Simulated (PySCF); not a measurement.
Level of theory: PBE-D3(BJ)/def2-TZVP // B3LYP-D3(BJ)/def2-TZVP in PySCF 2.14.0. All species are isolated molecules in the gas phase. 

Reference species (SMILES): `[SiH](C)=O` (neutral, multiplicity 1).

```yaml
HOMO: -6.37 eV
LUMO: -2.38 eV
HOMO–LUMO gap: 3.99 eV
dipole_moment: 4.16 D
```

Changed species: `C1O[SiH2]1`.

Task: What does the change do to the HOMO, LUMO, HOMO–LUMO gap and dipole moment?

Result: the HOMO falls by 0.09 eV, to -6.46 eV; the LUMO increases by 1.01 eV, to -1.37 eV; the HOMO–LUMO gap increases by 1.10 eV, to 5.09 eV; the dipole moment falls by 2.51 D, to 1.65 D.
